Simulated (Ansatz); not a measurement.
```xyz
12

F     1.242    0.905   -1.412
C     0.910   -0.110   -0.616
F     1.789   -1.095   -0.738
C    -0.595   -0.513   -0.776
F    -0.778   -1.826   -0.645
F    -1.200   -0.073   -1.870
C    -0.924    0.260    0.546
F    -1.646   -0.401    1.440
F    -1.467    1.452    0.306
C     0.610    0.364    0.846
F     1.003   -0.531    1.751
F     1.057    1.569    1.168
```

The species carries charge 0 and has multiplicity 1.

Q: List the CAM-B3LYP/def2-TZVPP orbital energies in eV (the Gaussian-basis code of Ansatz). (An estimate is asked.)

A: Ansatz gave: Occupied: -675.54, -675.54, -675.54, -675.54, -675.53, -675.53, -675.53, -675.53, -285.05, -285.05, -285.05, -285.04, -38.83, -38.28, -38.28, -37.90, -36.94, -36.62, -36.62, -36.38, -27.24, -22.41, -22.41, -20.50, -20.03, -19.68, -19.60, -18.75, -18.75, -18.43, -18.43, -17.93, -16.05, -16.05, -15.88, -15.80, -15.70, -15.44, -15.30, -15.30, -15.06, -14.63, -14.39, -14.39, -14.27, -12.78, -12.78, -11.09. Lowest empty: 0.30, 1.78, 3.64, 3.64, 5.21, 5.21, 5.48, 5.48.
